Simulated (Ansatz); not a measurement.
`O[SiH2][Si](O)(Cl)Cl` at its PBE0-D4/def2-TZVP geometry, where that method's forces vanish. Charge 0, multiplicity 1.

```xyz
10

O     1.7782   -0.4003    1.3655
Si    0.1472   -0.1692    1.3648
Si   -0.6697   -0.0902   -0.8281
O     0.2593    0.9776   -1.6418
Cl   -0.5982   -1.9151   -1.7709
Cl   -2.6388    0.5007   -0.8593
H     2.3092    0.1986    0.8378
H    -0.4501   -1.3174    2.0838
H    -0.2476    1.1039    2.0293
H     0.1105    1.1114   -2.5810
```

Task: What forces (eV/Å) does B3LYP-D4/def2-TZVPP give on these atoms in Ansatz? (Estimate.)

Result: The calculation gave: 
```
O1   0.109  0.006 -0.020
Si2 -0.220  0.013  0.140
Si3  0.085  0.007  0.171
O4   0.071  0.089 -0.084
Cl5  0.024 -0.226 -0.108
Cl6 -0.239  0.084  0.005
H7   0.069 -0.007  0.001
H8   0.039  0.073 -0.040
H9   0.026 -0.081 -0.032
H10  0.035  0.042 -0.034
```

B3LYP here is the variant with VWN-RPA as its local correlation; programs differ in this.
